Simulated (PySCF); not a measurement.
## How methods differ on the ionisation energy of Hf³⁵⁺

Hf³⁵⁺ [Kr] 4d1 [4d3/2^1, M_J = 3/2] → Hf³⁶⁺ [Kr], as a difference of total energies. All numbers are calculated (PySCF 2.14, the two-component X2C-1e Hamiltonian, in an even-tempered Gaussian basis (17 s from 3.7 bohr⁻², ratio 2.8; 14 p from 4.8 bohr⁻², ratio 2.8; 9 d from 4.8 bohr⁻², ratio 2.8; 3 f from 17 bohr⁻², ratio 3)). Correlated levels: [Ar] 3d10 frozen; the 98 highest virtual spinors dropped. "Screened" scales the spin-orbit matrix elements by Boettger's factors to mimic the two-electron term; Breit and QED terms are absent.

```tsv
method	ionisation energy (eV)
GHF (spin-free)	1458.6
GMP2 (spin-free)	1458.7
GHF (screened spin-orbit)	1468.5
GMP2 (screened spin-orbit)	1468.7
```

Breit and QED terms and the two-electron picture change are absent.

The spin-free rows lack the spin-orbit shift.

For comparison: 1467 ± 5 eV (theoretical estimate listed by NIST; NIST Atomic Spectra Database, ionization energies).
